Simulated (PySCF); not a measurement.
Br2Zr, SMILES [Zr]([Br])[Br], multiplicity 1.

Geometry optimised at PBE-D3(BJ)/def2-SVP. The spin state was assumed, not searched. The def2 effective core potentials stand for the cores of Zr; spin–orbit coupling is left out.

Computed with PBE-D3(BJ)/def2-SVP (PySCF).

Frequencies are harmonic and unscaled.

Task: List the normal modes with their intensities. (The exact figures need the calculation; the answer reports its results.)

Result: 
```json
[
 {"mode": "1", "ν (cm⁻¹)": "45", "IR (km/mol)": "0.3", "moving atoms (share of kinetic energy)": "Br 63 %, Zr 37 %"},
 {"mode": "2", "ν (cm⁻¹)": "255", "IR (km/mol)": "6.1", "moving atoms (share of kinetic energy)": "Br 73 %, Zr 27 %"},
 {"mode": "3", "ν (cm⁻¹)": "316", "IR (km/mol)": "41.9", "moving atoms (share of kinetic energy)": "Zr 59 %, Br 41 %"}
]
```
